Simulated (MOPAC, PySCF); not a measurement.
C$_{5}$H$_{12}$S$_{2}$, SMILES `C(CSC)CSC`, neutral singlet in the gas phase. 

Cartesian coordinates (Å):
SMILES: CSCCCSC
```xyz
19

C      1.7101     2.9642     2.1422
S      1.7130     2.3628     0.4265
C      0.5676     0.9494     0.6132
C      0.3814     0.2370    -0.7248
C     -0.5707    -0.9513    -0.6073
S     -0.7642    -1.7733    -2.2294
C     -1.9179    -3.0933    -1.7475
H      0.7015     3.2750     2.4572
H      2.0911     2.1990     2.8367
H      2.3763     3.8378     2.1797
H      0.9752     0.2536     1.3664
H     -0.4011     1.3193     0.9905
H     -0.0075     0.9493    -1.4714
H      1.3597    -0.1093    -1.0980
H     -0.1848    -1.6832     0.1228
H     -1.5611    -0.6175    -0.2531
H     -2.8649    -2.6796    -1.3665
H     -1.4753    -3.7556    -0.9869
H     -2.1287    -3.6839    -2.6503
```
Charge 0, spin multiplicity 1.

All levels are single points at this geometry (B3LYP-D3(BJ)/def2-SVP); Pople sets use spherical d functions. Orbital energies aren't observables, and empty levels follow the basis.

PBE/6-31G* in PySCF gives HOMO (eV) = -4.89.

Question: Estimate the HOMO (eV) from each of these levels: PBE-D3(BJ)/def2-SVP in PySCF; ωB97X-D3(BJ)/def2-SVP in PySCF; B3LYP/3-21G in PySCF; B3LYP/6-311+G** in PySCF; B3LYP/LANL2DZ in PySCF; HF/3-21G in PySCF; HF/STO-3G in PySCF; PM6 in MOPAC.

Answer: 
| level | HOMO (eV) |
|---|---|
| PBE-D3(BJ)/def2-SVP in PySCF | -4.85 |
| ωB97X-D3(BJ)/def2-SVP in PySCF | -8.62 |
| B3LYP/3-21G in PySCF | -5.95 |
| B3LYP/6-311+G** in PySCF | -6.10 |
| B3LYP/LANL2DZ in PySCF | -5.92 |
| HF/3-21G in PySCF | -9.21 |
| HF/STO-3G in PySCF | -6.61 |
| PM6 in MOPAC | -8.59 |
